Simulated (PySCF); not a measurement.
Species: C₆H₇FN₂.
SMILES with atom numbers: `[N:1]#[C:2][CH2:3][CH2:4][C:5]1=[N:6][C@H:7]1[CH2:8][F:9]` (hydrogens: H10, H11 on C3; H12, H13 on C4; H14 on C7; H15, H16 on C8)

Structure used (GFN2-xTB), in Å, numbered top down from 1:
```xyz
16
C6H7FN2 angstrom
N     -3.7109    2.2327   -0.2831
C     -2.9595    1.3810   -0.4066
C     -1.9947    0.3190   -0.5398
C     -0.8451    0.5046    0.4634
C      0.1217   -0.5799    0.3773
N      0.4523   -1.6691   -0.1535
C      1.3960   -1.1004    0.8632
C      2.6863   -0.4925    0.3790
F      2.8085    0.8022    0.8499
H     -1.6077    0.3195   -1.5624
H     -2.4937   -0.6384   -0.3658
H     -1.2330    0.5414    1.4874
H     -0.3236    1.4519    0.2871
H      1.4310   -1.5911    1.8293
H      2.7066   -0.4307   -0.7140
H      3.5583   -1.0412    0.7448
```

PySCF, density fitting, gas phase, GFN2-xTB geometry. The standard run uses grid level 2 after a coarse-grid start, the def2-universal JK fitting basis (with tight functions added where the orbital basis needs them), an energy threshold of 1e-9 Eh and DIIS. The changed runs have no coarse-grid stage.

Task: Standard PBE0/def2-SVPD: E = -441.306508 Eh, HOMO -8.182 eV, LUMO -0.965 eV, dipole 2.829 D, 15 cycles (coarse-grid cycles included). What changes at PBE0/def2-SVPD with: grid level 3, damping 0.3 at the start, DIIS from the seventh cycle?

Result: E = -441.306508 Eh (0.000 mEh), HOMO -8.182 eV (0.000), LUMO -0.965 eV (0.000), dipole 2.829 D (0.000), 17 SCF cycles. The result matches the standard run within 0.02 mEh and 0.003 eV.

The cycles:
```
cycle   1  E = -441.2290848386  dE =  1.314e+00  |g| = 5.839e-01  |ddm| = 5.927e+00
cycle   2  E = -441.2143553437  dE =  1.473e-02  |g| = 6.665e-01  |ddm| = 1.533e+00
cycle   3  E = -441.1615133206  dE =  5.284e-02  |g| = 8.176e-01  |ddm| = 1.710e+00
cycle   4  E = -441.0556958908  dE =  1.058e-01  |g| = 1.054e+00  |ddm| = 2.252e+00
cycle   5  E = -440.9126234135  dE =  1.431e-01  |g| = 1.332e+00  |ddm| = 2.806e+00
cycle   6  E = -439.5145117115  dE =  1.398e+00  |g| = 2.630e+00  |ddm| = 7.012e+00
cycle   7  E = -436.6783131265  dE =  2.836e+00  |g| = 4.307e+00  |ddm| = 1.008e+01
cycle   8  E = -441.2090649772  dE = -4.531e+00  |g| = 6.447e-01  |ddm| = 6.700e+00
cycle   9  E = -441.2449937634  dE = -3.593e-02  |g| = 5.318e-01  |ddm| = 1.317e+00
cycle  10  E = -441.3035089652  dE = -5.852e-02  |g| = 1.153e-01  |ddm| = 8.669e-01
cycle  11  E = -441.3062454475  dE = -2.736e-03  |g| = 3.401e-02  |ddm| = 1.813e-01
cycle  12  E = -441.3065033641  dE = -2.579e-04  |g| = 4.224e-03  |ddm| = 5.631e-02
cycle  13  E = -441.3065072569  dE = -3.893e-06  |g| = 1.566e-03  |ddm| = 1.094e-02
cycle  14  E = -441.3065078323  dE = -5.753e-07  |g| = 3.825e-04  |ddm| = 3.763e-03
cycle  15  E = -441.3065078600  dE = -2.768e-08  |g| = 1.547e-04  |ddm| = 8.201e-04
cycle  16  E = -441.3065078648  dE = -4.819e-09  |g| = 3.986e-05  |ddm| = 2.737e-04
cycle  17  E = -441.3065078651  dE = -3.116e-10  |g| = 1.130e-05  |ddm| = 9.103e-05
```
